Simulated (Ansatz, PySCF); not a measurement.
Conformers of C2H6BCl (SMILES CCBCl), B3LYP-D3(BJ)/def2-TZVP minima from an xTB search, which can miss the lowest.
Conformer 1 (charge 0, multiplicity 1, Z-matrix in Å and degrees):
```
C
H 1 1.1001
H 1 1.1002 2 102.85
C 1 1.5282 2 110.76 3 118.37
H 4 1.0910 1 111.18 2 -177.12
H 4 1.0910 5 107.09 1 121.63
H 4 1.0911 5 107.90 6 115.92
B 1 1.5527 2 106.03 3 -111.08
H 8 1.1893 1 121.96 2 54.32
Cl 8 1.7600 9 115.72 1 -179.99
```

Cores are frozen in the correlated methods. CBS: X⁻³ extrapolation of the correlation energy, Hartree–Fock from the larger set. MP2 and its Hartree–Fock in cc-pV(Q+d)Z are density fitted. Rows in 6-31G* carry no dispersion term and start afresh at each structure (6-31G* with six Cartesian d functions).

Codes used: Ansatz (an electronic-structure program); PySCF for 6-31G* rows. 

Electronic energies of 2 conformers above conformer 1 (kcal/mol):

| level | conformer 1 | conformer 2 |
|---|---|---|
| PBE/def2-TZVPP | 0.00 | 0.65 |
| B3LYP/6-31G* | 0.00 | 0.45 |
| wB97M-V/def2-TZVPP | 0.00 | 0.84 |
| MP2/CBS(cc-pV(T+d)Z, cc-pV(Q+d)Z) + ΔCCSD(T)/cc-pV(T+d)Z | 0.00 | 0.83 |

Question: Give Boltzmann populations at 298.15 K for each level, counting each conformer once and leaving out zero-point, thermal and symmetry terms.

Answer: 
Weights exp(−E/RT) with RT = 0.5925 kcal/mol, divided by their sum:
- PBE/def2-TZVPP: 75 %, 25 %
- B3LYP/6-31G*: 68 %, 32 %
- wB97M-V/def2-TZVPP: 80 %, 20 %
- MP2/CBS(cc-pV(T+d)Z, cc-pV(Q+d)Z) + ΔCCSD(T)/cc-pV(T+d)Z: 80 %, 20 %
The share of conformer 1 runs from 68 to 80 % over these levels.
